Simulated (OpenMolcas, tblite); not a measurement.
C2H5FSi (SMILES F/C=C/[SiH3]): methods side by side

C2H5FSi: 9 atoms, total charge 0, spin state singlet. As SMILES, `F/C=C/[SiH3]`. Geometry: relaxed at PBE0-D4/def2-TZVP.

Each level gives the dipole moment (D). The values are calculated.

```
         level             kind     program  value (D)
      GFN1-xTB   semi-empirical      tblite       0.52
    HF/cc-pVDZ     Hartree–Fock  OpenMolcas       0.88
 SVWN5/cc-pVDZ              LDA  OpenMolcas       0.41
  BLYP/cc-pVDZ              GGA  OpenMolcas       0.36
   PBE/cc-pVDZ              GGA  OpenMolcas       0.35
  TPSS/cc-pVDZ         meta-GGA  OpenMolcas       0.41
M06-2X/cc-pVDZ  hybrid meta-GGA  OpenMolcas       0.68
```

The values span 0.35 to 0.88 D. Magnitudes only.
